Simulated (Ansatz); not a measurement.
Input file for Ansatz (a quantum-chemistry and plane-wave program): U-MP2/def2-TZVPP on Cl (SMILES [Cl]).

Ansatz 0.2 input:
```yaml
crystal:
  periodic: [false, false, false]
  atoms:
    - {symbol: Cl, position_ang: [0.00000000, 0.00000000, 0.00000000]}
basis:
  gaussian:
    orbitals: def2-TZVPP
magnetization: {spin_polarized: true, initial_magnetization: 1}
correlation: {method: mp2, electrons: outside_noble_gas}
scf: {omitted_lower_state_checks: [cluster_reference]}
```

It printed:

```
WARN ansatz: RAYON_NUM_THREADS=4 ignored (pool sized by the plan → 4); use --threads N
Functional definition: HF
these checks for a lower state are left out or cut short: cluster_reference
integrals: 0.01 GiB planned
244 factors; integrals over basis functions are off by at most 1.6e-4 eV
mean field: 0.07 GiB planned
mean field evaluation 1: about -12502.7790 eV, gradient 6.0e0 eV
mean field evaluation 2: about -12502.7816 eV, gradient 6.0e0 eV
mean field evaluation 4: about -12502.9975 eV, gradient 5.8e-1 eV
mean field evaluation 8: about -12503.0021 eV, gradient 4.9e-3 eV
mean field evaluation 16: about -12502.9989 eV, gradient 6.3e-1 eV
mean field evaluation 32: about -12503.0002 eV, gradient 1.5e-1 eV
mean field -12503.00210165 eV, -459.4768523965 hartree, gradient 5.7e-6 eV, S^2 0.759733; 3 other end points of the search recorded, 0 dependent functions left out
5 core orbitals not correlated
reference -12503.00210165 eV, -459.4768523965 hartree; 4, 3 occupied and 33, 34 virtual orbitals, 244 factors
second order -4.31166794 eV of doubles, -0.00000000 eV of singles
Total energy: -12507.31376959 eV, -459.6353032707 hartree
Checks for a lower state left out: cluster_reference
```

Self-consistency was reached.

Cost: around 0.4 core-seconds (rough).
